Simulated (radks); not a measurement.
The numbers below are computed, except where a source is named.
Species: F2+. Configuration: [He] 2s2 2p3.

Level of theory: scalar-relativistic Kohn-Sham, LDA (Slater exchange, Perdew-Wang correlation), spin-polarised, spherical densities, finite nucleus; open shells are filled with parallel spins first; Fermi nuclear charge, rms radius 2.8976 fm (a radial shooting solver on a logarithmic mesh with Libxc functionals).

Energy parts (hartree):
part                      energy
total                  -97.24847
kinetic                 97.09410
electron-nucleus      -223.31428
Hartree                 37.68602
exchange-correlation    -8.71432

Orbitals (lengths in bohr, moments of r in powers of bohr; r(max) is where P^2 peaks):
[
 {"orbital": "1s up", "occ.": "1", "eigenvalue (hartree)": "-25.95007", "r(max)": "0.1150"},
 {"orbital": "1s down", "occ.": "1", "eigenvalue (hartree)": "-25.82886", "r(max)": "0.1148"},
 {"orbital": "2s up", "occ.": "1", "eigenvalue (hartree)": "-2.57064", "r(max)": "0.7342"},
 {"orbital": "2s down", "occ.": "1", "eigenvalue (hartree)": "-2.32080", "r(max)": "0.7477"},
 {"orbital": "2p up", "occ.": "3", "eigenvalue (hartree)": "-1.89613", "r(max)": "0.6427"},
 {"orbital": "2p down", "occ.": "0", "eigenvalue (hartree)": "-1.63265", "r(max)": "0.6653"}
]

The highest occupied level is 2p up at -51.596 eV. Spin moment in Bohr magnetons: 3. For comparison, the ionisation energy in NIST's Atomic Spectra Database is 62.708 eV (semi-empirical). In exact Kohn-Sham theory the highest level is minus the ionisation energy, but local and semilocal functionals leave it too shallow, through self-interaction and a potential that decays too fast; potentials with the right tail come closer.
